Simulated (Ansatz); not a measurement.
One change: `FC([SiH3])O[SiH3]` becomes `[SiH3]O[CH]([SiH3])[InH2]`.

Ansatz, PBE0-D4/def2-TZVP geometries, multiplicity 1. Each molecule was computed in one conformer, which needn't be the lowest.

Elements past krypton have def2 core potentials.

| property | `FC([SiH3])O[SiH3]` |
| --- | --- |
| size of the dipole moment (PBE/def2-TZVPP) / D | 1.13 |
| HOMO–LUMO gap (PBE0/def2-TZVPP) / eV | 8.30 |
| HOMO–LUMO gap (ωB97M-V/def2-TZVPP) / eV | 12.30 |
| HOMO energy (ωB97M-V/def2-TZVPP) / eV | -10.59 |
| HOMO energy (PBE/def2-TZVPP) / eV | -6.80 |
| size of the dipole moment (B3LYP/def2-TZVPP) / D | 1.23 |

(1) Give the same properties after the change, and the shifts. (Best estimate.)

Results:

(1) Computed: 
```json
{"property": "size of the dipole moment (PBE/def2-TZVPP) / D", "`[SiH3]O[CH]([SiH3])[InH2]`": "1.28", "shift": "0.15"}
{"property": "HOMO–LUMO gap (PBE0/def2-TZVPP) / eV", "`[SiH3]O[CH]([SiH3])[InH2]`": "5.24", "shift": "-3.06"}
{"property": "HOMO–LUMO gap (ωB97M-V/def2-TZVPP) / eV", "`[SiH3]O[CH]([SiH3])[InH2]`": "9.00", "shift": "-3.30"}
{"property": "HOMO energy (ωB97M-V/def2-TZVPP) / eV", "`[SiH3]O[CH]([SiH3])[InH2]`": "-9.05", "shift": "1.54"}
{"property": "HOMO energy (PBE/def2-TZVPP) / eV", "`[SiH3]O[CH]([SiH3])[InH2]`": "-5.77", "shift": "1.03"}
{"property": "size of the dipole moment (B3LYP/def2-TZVPP) / D", "`[SiH3]O[CH]([SiH3])[InH2]`": "1.30", "shift": "0.07"}
```

With PBE0 the HOMO rises by 1.36 eV and the LUMO falls by 1.70 eV, so the gap narrows by about 3.06 eV. PBE moves the HOMO by 1.03 eV and ωB97M-V by 1.54 eV. Dipoles are sizes alone; their direction can turn.

B3LYP here is the variant with VWN-RPA as its local correlation; programs differ in this.
